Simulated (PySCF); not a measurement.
**Spinor energies of Mg⁺ (magnesium, charge +1)**

Start: [Ne] 3s1; 3s1/2 filled at m_j = +1/2. Calculated with PySCF 2.14 in x2c-TZVPall-2c: generalised Hartree-Fock with the X2C-1e Hamiltonian and a Gaussian nucleus; one run each with spin-orbit coupling (SO) switched off, then screened by Boettger's factors.

```json
{"spinor shell": "1s1/2", "electrons": "2", "ε, spin-free (eV)": "-1345.4", "ε, screened SO (eV)": "-1345.4", "weight of nominal j (screened SO)": "1.000", "rms radius, screened SO (bohr)": "0.151"}
{"spinor shell": "2s1/2", "electrons": "2", "ε, spin-free (eV)": "-111.60", "ε, screened SO (eV)": "-111.60", "weight of nominal j (screened SO)": "1.000", "rms radius, screened SO (bohr)": "0.754"}
{"spinor shell": "2p1/2", "electrons": "2", "ε, spin-free (eV)": "-70.875", "ε, screened SO (eV)": "-71.108", "weight of nominal j (screened SO)": "0.948", "rms radius, screened SO (bohr)": "0.770"}
{"spinor shell": "3s1/2", "electrons": "1", "ε, spin-free (eV)": "-14.747", "ε, screened SO (eV)": "-14.747", "weight of nominal j (screened SO)": "1.000", "rms radius, screened SO (bohr)": "3.05"}
```

Where does 2p3/2 lie, and what is the 2p spin-orbit splitting (screened SO)?

At -70.759 eV, 0.349 eV above 2p1/2.

```csv
quantity,spin-free,screened SO
E (hartree),-199.66965,-199.66972
M_J,1/2,1/2
⟨J²⟩,0.750,0.750
⟨L²⟩,0.000,0.000
⟨S²⟩,0.750,0.750
```

Each row is a mean over spinors that exchange with the open shell spreads, by up to 0.461 eV (2s1/2).

Without spin-orbit coupling the j labels of p, d and f shells carry no meaning; the spin-free column gives the mean over the occupied spinors of each nl shell.
